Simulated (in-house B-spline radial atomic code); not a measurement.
A run on an ion of nuclear charge 24 with 24.8 electrons that did not converge. Method: scalar-relativistic (X2C) r2SCAN, spin-polarised, spherical fractional occupations, Fermi nucleus of rms radius 3.6452 fm; computed with an all-electron radial atomic-structure program (B-spline basis).

Command:
```bash
python run_scf.py task.json out
```
Settings (nuclear radius in fm, mass in u):
```
Z                24
configuration    [Ar] 3d5 4s1.8
hamiltonian      x2c
method           r2scan
spin_polarised   True
nucleus          fermi
rms_radius       3.6452
atomic_mass      51.9405
speed_of_light   137.035999084
```

First and last ten iterations of the last attempt (damped for 15 steps, keeping 80 % of the old Fock matrix, then DIIS):
```
 iter        energy (Eh)    residual
    1       -1050.796605    4.42e-02
    2        -971.264960    5.43e-01
    3       -1036.955058    5.84e-02
    4       -1039.134721    5.96e-02
    5       -1047.400356    2.82e-01
    6       -1048.712736    1.76e-01
    7       -1049.407143    1.10e-01
    8       -1050.308975    8.35e-02
    9       -1050.568354    5.74e-02
   10       -1050.685957    3.80e-02
  111       -1049.653442    1.41e-01
  112       -1049.889081    1.25e-01
  113       -1050.176894    1.00e-01
  114       -1050.530705    6.24e-02
  115       -1050.333656    8.71e-02
  116       -1050.335373    8.70e-02
  117       -1050.354947    8.89e-02
  118       -1039.173897    1.80e-01
  119       -1039.056388    1.80e-01
  120       -1039.022049    1.80e-01
 not converged after 120 iterations
```

The smallest residual met was 7.2e-04; the threshold is about 2e-07. No energy from this run should be used. The likely cause: this method binds the added charge weakly or not at all at the basis-set limit, so charge moves back and forth between the atom and the box. Cost of the run: 2.7 s on 1 thread of Arm Neoverse V1, on a shared host.
